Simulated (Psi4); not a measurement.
Complex: CH4 (SMILES C) (first 5 atoms) with CH3NO (SMILES NC=O); geometry from B3LYP-D3(BJ)/def2-TZVP, rigid monomers moved along the line of their centres of mass till C1···H9 is 4.67 Å.
(charge 0, multiplicity 1):
```xyz
11

C     -0.019     0.025    -0.104
H      0.697     0.080     0.716
H      0.512     0.025    -1.055
H     -0.602    -0.893    -0.025
H     -0.684     0.889    -0.072
N     -1.057     0.120     5.443
C      0.149     0.197     6.056
O      1.217     0.232     5.486
H     -1.103     0.089     4.437
H     -1.908     0.096     5.976
H      0.062     0.226     7.157
```

Level of theory: Psi4 with SAPT0/jun-cc-pV(D+d)Z.

**Question.** Give the four SAPT terms and the total, and say what mostly holds the pair together.

**Answer.** electrostatics -3.1, exchange 0.1, induction -0.6, dispersion -2.7, total -6.3 meV; the largest attraction is electrostatics.
